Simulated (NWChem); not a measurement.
Molecule: CCl2InNO; SMILES O=C=[N][In]([Cl])[Cl]

```xyz
6

In     0.0298    -0.2734     0.0000
Cl     1.4658    -2.0877     0.0000
Cl    -2.2695    -0.5907     0.0000
N      0.8146     1.5783     0.0000
C      0.5624     2.7605     0.0000
O      0.3904     3.9149     0.0000
```
Atoms are numbered in this order, from 1.

Program: NWChem. Geometry: optimised at PBE0/def2-SVP. No frequency run checked for a minimum. def2 effective core potentials on In; no spin-orbit coupling.

For level PBE/STO-3G (all-electron, non-relativistic):

```
Quantity                     Value
---------------------------  -----
highest occupied level (eV)  -4.15
orbital gap (eV)              4.07
dipole (D)                    0.53
```

Question: Estimate the same quantities for level PBE/def2-SVP (core potentials).

Answer: 
| Item | Result |
|---|---|
| highest occupied level (eV) | -7.37 |
| orbital gap (eV) | 3.70 |
| dipole (D) | 0.93 |
